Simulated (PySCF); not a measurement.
# Calculated NMR parameters of N[SiH](N)Cn1cccc1

```yaml
Formula: C5H11N3Si
SMILES: N[SiH](N)Cn1cccc1
InChI: InChI=1S/C5H11N3Si/c6-9(7)5-8-3-1-2-4-8/h1-4,9H,5-7H2
Point_group_of_the_computed_structure: C1
Degrees_of_unsaturation: 3
Carbon_signals: 3
Proton_signals: 5
```

Atoms are numbered as in `[NH2:1][SiH:2]([NH2:3])[CH2:4][n:5]1[cH:6][cH:7][cH:8][cH:9]1`. Each H is labelled by its parent atom.

Method: NMR shieldings at PBE0/pcSseg-1/GIAO, structure optimised with GFN2-xTB, in PySCF 2.14 (relativity neglected, a single conformation, rapidly exchanging positions averaged, no solvent).

δ = σ(ref) − σ, references computed at the same level: ¹H (σref 31.72) and ¹³C (σref 186.93) and ²⁹Si (σref 349.16) against TMS; NH3 for ¹⁵N (σref 267.73).

| carbon | δC, type | δH (multiplicity) | HMBC from (2–3 bonds) | span of the C tensor (ppm) |
| --- | --- | --- | --- | --- |
| C4 | 40.5, CH2 | 3.48 (d) | H(C6)/H(C9), H(Si2) | 60 |
| C6/C9 | 122.2, CH | 6.54 (m) | H(C6)/H(C9), H(C7)/H(C8), H(C4) | 138 |
| C7/C8 | 114.7, CH | 6.38 (m) | H(C6)/H(C9), H(C7)/H(C8) | 171 |

Other nuclei:
```
      atoms  nucleus                             environment  δ (ppm)  σ (ppm)
     H(Si2)       ¹H  hydrogen on a silicon bonded to C, 2 N     5.02    26.69
H(N1)/H(N3)       ¹H     hydrogen on a nitrogen bonded to Si     0.55    31.16
        Si2     ²⁹Si             silicon bonded to C, 2 N, H    -29.7    378.9
         N5      ¹⁵N              pyrrole-type ring nitrogen    176.6     91.1
      N1/N3      ¹⁵N              nitrogen bonded to Si, 2 H     27.3    240.4
```

- Carbon types of the structure: 4 × CH, 1 × CH2, leaving 5 H on heteroatoms.
- δC 122.2: aromatic CH next to a ring nitrogen.
- δC 114.7: aromatic CH.
- δC 40.5: sp3 CH2 bonded to N and Si; deshielded by the electronegative neighbour.
- δH 6.54: hydrogen on an aromatic CH next to a ring nitrogen; aromatic region.
- δH 3.48: hydrogen on an sp3 CH2 bonded to N and Si; its carbon carries N, an electronegative neighbour.

OH and NH positions are those of a molecule without intermolecular hydrogen bonds; in solution they move with solvent, concentration and temperature, and exchange usually removes their couplings. Shifts are as computed. Against solution values, carbons near 30 ppm lie about +3 ppm off and those near 130 ppm about +5 ppm. Of 1309 compounds with measured shifts, 239 miss one by over three times the rms of a fit or turn the order of signals round; such compounds aren't used in these exercises. Experimental scales use liquid or dissolved standards, which lie at an offset from isolated NH3 (liquid NH3: subtract about 20 ppm). Unscaled 15N shifts of sp2 nitrogen come out 20 to 40 ppm too high even then. No couplings were computed; multiplicities are counted from neighbouring protons, with m where these are inequivalent, close in shift, in a saturated or five-membered ring or joined by F or P, and br s for small geminal =CH2 splittings.
